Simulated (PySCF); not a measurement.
# Correlation energy of Ge²⁺ (germanium, charge +2)

[Ar] 3d10 4s2, closed-shell 1S. Calculation: PySCF 2.14, in aug-cc-pwCVTZ-PP with ECP10MDF (8s7p6d4f1g, 96 functions); a scalar-relativistic core potential. Frozen: 3s2 3p6 3d10; 2 electrons correlated.

With two correlated electrons CCSD is exact within the correlated space (frozen core and kept virtual orbitals).

| level | correlation energy (mhartree) |
| --- | --- |
| CCSD | -40.41 |

Diagnostics: T1 = 0.0051, D1 = 0.0072, largest double amplitude 0.101.

**Question.** Is a single reference adequate?

**Answer.** Mostly. T1 lies below 0.03, but a double amplitude of this size points to a near-degeneracy that CCSD handles and MP2 describes poorly.
